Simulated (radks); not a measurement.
Q: These are the eigenvalues of the occupied orbitals of an atom or ion with whole-number occupations (eV). Calculated with a radial shooting solver on a logarithmic mesh with Libxc functionals: scalar-relativistic Kohn-Sham, PBE, spin-polarised, spherical densities, finite nucleus; Fermi nuclear charge, rms radius of each element as measured or else 0.836 A^(1/3) + 0.57 fm.

orbital  eigenvalue
1s up     -116.0573
1s down   -115.5470
2s up      -12.7096
4f up       -0.4808

Which element is it, and in what charge state? The configuration may be excited. Open shells, if any, are filled with parallel spins first.

A: Z = 4, beryllium, charge 0: Be in [He] 2s1 4f1. The list shows which subshells hold electrons but not how many an open one holds; the 1s level, -4.265 hartree, gives Z - s = 2.9 by -(Z - s)^2/2, which with screening and relativity narrows Z to a few neighbours, and the depths of the outer levels then fix element, charge and occupations together.
